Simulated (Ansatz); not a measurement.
Geometry optimisation, RKS PBE0/def2-SVP in Ansatz.

The input (input.yaml):

```yaml
crystal:
  periodic: [false, false, false]
  atoms:
    - { symbol: Sn, position_ang: [0.0, 0.0, 0.0] }
    - { symbol: H, position_ang: [0.0, 0.0, 1.74] }
    - { symbol: C, position_ang: [2.0274, 0.0, -0.716] }
    - { symbol: H, position_ang: [2.3751, -1.0463, -0.8441] }
    - { symbol: H, position_ang: [2.076, 0.5276, -1.6913] }
    - { symbol: H, position_ang: [2.6794, 0.5187, 0.0175] }
    - { symbol: H, position_ang: [-0.8195, 1.4198, -0.5794] }
    - { symbol: O, position_ang: [-0.9232, -1.5994, -0.6527] }
    - { symbol: H, position_ang: [-1.3778, -2.065, 0.1197] }
basis:
  gaussian: { orbitals: def2-SVP }
hamiltonian:
  xc: pbe0
relax:
  f_tol: 0.02
  max_steps: 40
```

Command:

```bash
$ ansatz run input.yaml --threads 1 --pin off --max-ram 2048MiB --backend cpu --events-out ev --progress --plain --runs-dir out
```

Task: Where does it end, and by what steps?

Result: The run converged. The force dipped under the threshold on the way, but the program's further checks kept it going. After 9 steps the energy has fallen by 0.120 eV; H9 moved furthest, 0.52 Å.

```
step  energy less start (eV)  largest force component (eV/Å)  accepted
   0                  0.0000                           1.677       yes
   1                 -0.0791                           0.577       yes
   2                 -0.1003                           0.350       yes
   3                 -0.1068                           0.277       yes
   4                 -0.1158                           0.053       yes
   5                 -0.1182                           0.148       yes
   6                 -0.1190                           0.044       yes
   7                 -0.1194                           0.005       yes
   8                 -0.1195                           0.035       yes
   9                 -0.1195                           0.019       yes
```

```xyz
9
Properties=species:S:1:pos:R:3
Sn 0.066 0.013 0.122
H 0.069 -0.006 1.844
C 2.031 0.003 -0.717
H 2.425 -1.022 -0.668
H 1.992 0.323 -1.768
H 2.696 0.676 -0.158
H -0.916 1.305 -0.455
O -0.702 -1.710 -0.529
H -1.624 -1.827 -0.276
```

Whether the end is a true minimum wasn't checked by a vibrational analysis.

The run took 42 s on 1 thread of Arm Neoverse V1, on a shared host, peak memory 0.17 GiB.
